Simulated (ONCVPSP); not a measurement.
## palladium: one change to an ONCV potential, before and after

ONCVPSP 4.0.1 input, shortened (lines: element, Z, core and valence counts, functional; n l f; lmax; l rc ep ncon nbas qcut; lloc lpopt rc5 dvloc0; l nproj debl; icmod fcfact rcfact), PBEsol, fully relativistic:

```
  Pd 46.00    6    3  -116133      upf
    1    0    2.00
    2    0    2.00
    2    1    6.00
    3    0    2.00
    3    1    6.00
    3    2   10.00
    4    0    2.00
    4    1    6.00
    4    2   10.00
    2
    0    1.40    0.00    4    7   10.10
    1    1.60    0.00    5    9    8.40
    2    1.45    0.00    3    6    6.50
    4    5    0.95    6.00
    0    2    2.50
    1    2    3.90
    2    2    1.60
    3    4.50    1.65
```

Open shells are filled in proportion to 2j + 1.

In the s channel the program set the typed energies aside and used -3.131, 0.250 Ha.

Change: functional LDA (Perdew-Wang 92). In the s channel the program set the typed energies aside and used -3.138, 0.250 Ha.

Cutoffs: the cutoffs (Ha) at which the residual kinetic energy of the hardest occupied pseudo-wave falls to 1 and 0.1 mHa per electron; they do not see the model core or the augmentation charge, which bear on the density cutoff. Errors are all-electron minus pseudo energies relative to the spin-unpolarised reference configuration.

Task: How do hardness, ghosts and transferability respond?

Result: The potential gets neither clearly harder nor softer (39 Ha and 79 Ha → 39 Ha and 80 Ha); of the 3 tests that both files solve, the error grows in 1 and shrinks in 0 by more than 15 % and 0.3 meV (median size 7.7 → 9.1 meV); neither file shows a bound ghost.

```tsv
quantity	base	changed
cutoff, loose	39 Ha	39 Ha
cutoff, tight	79 Ha	80 Ha
loose cutoff by channel	s 33 Ha, p 17 Ha, d 39 Ha	s 33 Ha, p 17 Ha, d 39 Ha
bound ghosts	none	none
GHOST(+) flags under 300 eV	none	none
tests with a reliable result	3 of 4	3 of 4
error for 4s2 4p6 4d9, meV [ΔE 9.13 → 9.39 eV]	-3.9	-4.1
error for 4s2 4p6 4d8, meV [ΔE 29.94 → 30.47 eV]	-7.7	-9.1
error for 4s1 4p6 4d10, meV [ΔE 91.47 → 91.67 eV]	-105	-103
s: phases at 1.42 bohr within 0.05 rad from the reference energy up to (Ha; the scan ends near 5)	to the end of the scan	to the end of the scan
p3/2: phases at 1.63 bohr within 0.05 rad from the reference energy up to (Ha; the scan ends near 5)	to the end of the scan	to the end of the scan
p1/2: phases at 1.63 bohr within 0.05 rad from the reference energy up to (Ha; the scan ends near 5)	to the end of the scan	to the end of the scan
d5/2: phases at 1.47 bohr within 0.05 rad from the reference energy up to (Ha; the scan ends near 5)	to the end of the scan	to the end of the scan
d3/2: phases at 1.47 bohr within 0.05 rad from the reference energy up to (Ha; the scan ends near 5)	to the end of the scan	to the end of the scan
rms error of d²Exc/dni dnj with the model core, mHa	2.61	2.90
```
